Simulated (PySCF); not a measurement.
Level of theory: PBE0 in PySCF with Ge def2-TZVP, N def2-TZVP, H def2-TZVP; no relativity; density-fitted integrals. Open shells, if any, are unrestricted.

Question: What shape and geometry does isolated singlet HGeN take (every ligand bound to Ge)?

Answer: Counting electrons, germanium keeps none of its valence electrons outside its bonds, so the VSEPR class is AX2 and the expected shape is linear; with unlike ligands the computed point group is C∞v. The lowest minimum found is a singlet of C∞v symmetry with Ge–H 1.520 Å, Ge–N 1.628 Å; H–Ge–N 180.0°. Its harmonic wavenumbers are 353 (π), 1077 (σ+), 2167 (σ+) cm⁻¹ and its dipole moment is 4.61 D.

Only a few start shapes were tried, so a lower isomer may exist.
